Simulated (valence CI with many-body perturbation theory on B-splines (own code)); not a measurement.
**The 41-electron sequence from Nb to Hg39+**

Computed by relativistic CI+MBPT: five valence electrons over a frozen Dirac-Fock core [Kr], a basis of 7 s, 7 p, 8 d, 6 f, 4 g, 1 h functions for each j, with the one-electron correlation potential Σ1, the two-electron term Σ2, the three-electron term Σ3, Breit, model QED; selected CI, second order for the rest, scaled by the run's own slope (own B-spline code, finite nucleus). Basis and details of the method differ along the sequence, and some ions are missing.

Excitation energies in eV above the lowest level of each ion. Labels name the leading LS component, so a column can jump where levels mix; a blank means that no level of the computed list carries the label, and where several do, the lowest of them is shown. The ionisation energies from NIST are mostly theoretical or semi-empirical. By estimate, terms of the open shell hold to 2 to 4 % up to charges of about 25 and to about 1 % beyond; near the neutral end and where shells cross, configurations can be misplaced by 0.1 to 0.6 eV.

| Ion | Lowest level | IE (eV) | IE, NIST (eV) | 4d⁵ ⁶S_5/2 | 4d⁵ ⁴D_3/2 | 4d⁵ ⁴G_9/2 | 4d⁵ ⁴D_5/2 | 4d⁵ ²D_5/2 | 4d⁵ ²F_7/2 | 4d⁵ ²I_13/2 |
| --- | --- | --- | --- | --- | --- | --- | --- | --- | --- | --- |
| Nb | 4d⁴5s ⁶D_1/2 | 6.6873 | 6.75885 | 1.363 |  |  |  |  |  |  |
| Ru3+ | 4d⁵ ⁶S_5/2 | 45.291 | 45 ± 1.7 | 0 | 3.604 | 2.832 | 3.601 | 4.426 | 4.842 | 4.098 |
| Ag6+ | 4d⁵ ⁶S_5/2 | 106.25 | 106 ± 2 | 0 | 4.974 | 3.790 | 4.913 | 5.893 | 6.633 | 5.520 |
| Sn9+ | 4d⁵ ⁶S_5/2 | 184.7 | 184 ± 2.2 | 0 | 4.815 | 4.606 | 4.679 |  | 8.591 | 6.791 |
| I12+ | 4d⁵ ⁶S_5/2 | 279.51 | 279 ± 3 | 0 | 5.409 | 5.468 | 7.130 |  | 8.185 | 8.159 |
| Ba15+ | 4d⁵ ⁶S_5/2 | 390.25 | 390 ± 3 | 0 | 6.051 | 6.374 |  | 8.308 | 9.264 | 9.788 |
| Pr18+ | 4d⁵ ⁶S_5/2 | 516.67 | 516 ± 3 | 0 | 6.797 | 7.457 |  | 9.761 | 10.66 | 11.84 |
| Sm21+ | 4d⁵ ⁶S_5/2 | 658.74 | 658 ± 4 | 0 | 7.856 | 8.824 | 8.922 | 11.71 | 19.08 | 14.53 |
| Tb24+ | 4d⁵ ⁶S_5/2 | 816.52 | 816 ± 4 | 0 | 9.393 | 10.65 | 10.97 | 14.50 | 13.04 | 18.11 |
| Er27+ | 4d⁵ ⁴P_5/2 | 990.01 | 989 ± 4 | 7.194 | 11.54 | 13.06 | 13.62 | 18.37 | 15.62 | 22.75 |
| Lu30+ | 4d⁵ ⁴P_5/2 | 1179.2 | 1178 ± 4 | 9.580 | 14.34 | 16.09 | 16.88 | 23.50 | 18.83 | 28.59 |
| W33+ | 4d⁵ ⁴P_5/2 | 1383.9 | 1386.8 ± 1.4 | 12.72 | 17.84 | 19.80 | 20.79 | 29.99 | 22.71 | 35.74 |
| Ir36+ | 4d⁵ ⁴P_5/2 | 1604.3 | 1603 ± 5 | 16.64 | 22.08 | 24.23 | 25.41 | 61.51 | 27.32 | 44.30 |
| Hg39+ | 4d⁵ ⁴P_5/2 | 1840.2 | 1839 ± 4 | 21.37 | 27.12 | 52.52 |  | 30.80 | 32.73 | 54.45 |

(1) Does the computed ground configuration or its J change in this range?

Shares of the ionisation energy in eV, for some of the ions:

```json
{"Ion": "Nb", "Σ1": "0.232", "Σ2": "-0.381", "Σ3": "-0.0616", "Breit": "-0.00327", "QED": "-0.00426"}
{"Ion": "Ag6+", "Σ1": "1.55", "Σ2": "1.49", "Σ3": "-0.0109", "Breit": "0.0314", "QED": "0.00464"}
{"Ion": "I12+", "Σ1": "1.92", "Σ2": "2.07", "Σ3": "0.0102", "Breit": "0.0442", "QED": "0.00764"}
{"Ion": "Pr18+", "Σ1": "2.15", "Σ2": "2.46", "Σ3": "0.0150", "Breit": "0.0177", "QED": "0.0110"}
{"Ion": "Tb24+", "Σ1": "2.35", "Σ2": "2.83", "Σ3": "0.0759", "Breit": "-0.111", "QED": "0.0208"}
{"Ion": "Lu30+", "Σ1": "2.51", "Σ2": "3.14", "Σ3": "0.105", "Breit": "-0.306", "QED": "0.0327"}
{"Ion": "Ir36+", "Σ1": "2.63", "Σ2": "3.38", "Σ3": "0.0833", "Breit": "-0.550", "QED": "0.0420"}
```

## Answers

(1) Yes, from 4d⁴5s ⁶D_1/2 in Nb to 4d⁵ ⁶S_5/2 in Ru3+.
